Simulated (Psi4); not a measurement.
The Psi4 input:
```
memory 2 GB

molecule mol {
0 3
  Te    0.000000    0.000000    0.000000
}

set basis def2-tzvp
set reference uks

energy('cam-b3lyp')
print_variables()
```

Question: What does this run give for the <S^2>, dipole moment, total energy, number of basis functions?

Answer: 
```yaml
"<S^2>": 2.003
dipole_moment: 0.00 D
total_energy: -267.9827 Eh
number_of_basis_functions: 50
```

These values belong to the state on which the SCF converged, which isn't shown to be the lowest.
